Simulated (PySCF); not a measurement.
# How methods differ on the excitation energy of N²⁺

N²⁺ [He] 2s2 2p1 (2P) → N²⁺ [He] 2s1 2p1 3d1 (high-spin determinant), as a difference of total energies. All numbers are calculated (PySCF 2.14, scalar relativity by spin-free X2C-1e, in aug-cc-pCVTZ-DK with one added diffuse shell each of s, p, d, f type (8s7p5d3f, 75 functions)). Correlated levels: valence: 1s2 frozen; valence and next inner shell: nothing frozen. The calculations carry no spin-orbit coupling.

```csv
method,excitation energy (eV)
UHF,39.147
LDA,39.702
PBE,39.574
PBE0,39.789
r2SCAN,39.545
BLYP,39.912
BP86,39.692
PW91,39.650
wB97X-V,40.332
MP2 (valence),40.479
SCS-MP2 (valence),40.877
MP2 (valence and next inner shell),40.528
SCS-MP2 (valence and next inner shell),40.917
```

Task: How much does correlation contribute at MP2 (valence and next inner shell)?

Result: 40.528 − (39.147) = 1.381 eV, measured against UHF.

The promoted electron is Rydberg-like, and one or two diffuse shells describe it only roughly, which tends to raise the upper state.

The determinant of the upper state mixes LS terms, which raises its energy above the lowest term, most at the Hartree-Fock and MP2 levels.
